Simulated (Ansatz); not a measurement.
Species: H$_{4}$BSiO, charge 0, doublet. H4BSiO (SMILES [BH]O[SiH3], doublet).
B3LYP-D3(BJ)/def2-TZVP minimum from Ansatz (an electronic-structure program):
```xyz
7

B     -0.1812     0.7310     1.7361
H      0.5081     0.0191     2.4229
O     -0.3453     0.5764     0.4303
Si     0.1622    -0.4387    -0.7944
H      0.8630     0.3878    -1.7957
H     -1.0395    -1.0584    -1.3853
H      1.0665    -1.4720    -0.2432
```
Charge 0, spin multiplicity 2.

Quantity: atomisation energy (electronic, to ground-state atoms), in kJ/mol. Open shells are spin-unrestricted; no spin-orbit coupling. CBS(X,Y): correlation extrapolated as X^-3, Hartree-Fock from the larger set. A bracket is a step between two methods taken in the basis named. The functionals are non-relativistic, so their misses hold any scalar relativity. '+ core + X2C': CCSD(T) terms for core correlation (cc-pwCVTZ, 1s frozen past Ne) and scalar relativity (cc-pVTZ-DK). Where a partner has so few electrons that a lower coupled-cluster level is exact, that level stands in.

CCSD(T)/CBS(cc-pV(T+d)Z,cc-pV(Q+d)Z) + [CCSDT(Q) - CCSD(T)]/cc-pV(D+d)Z + core + X2C (Ansatz) gives 2325.4 kJ/mol.

Q: What does PBE/def2-TZVPD (Ansatz) give here, and how do the other levels compare?

A: PBE gives 2319.8 kJ/mol, 5.6 kJ/mol below it. Differences of the others: r2SCAN/def2-TZVPD (Ansatz) 16.8; B3LYP/def2-TZVPD (Ansatz) -9.3; PBE0/def2-TZVPD (Ansatz) -30.3; CCSD(T)/CBS(cc-pV(T+d)Z,cc-pV(Q+d)Z) + core + X2C (Ansatz) -1.7 kJ/mol. Nearer than PBE: CCSD(T)/CBS(cc-pV(T+d)Z,cc-pV(Q+d)Z) + core + X2C.
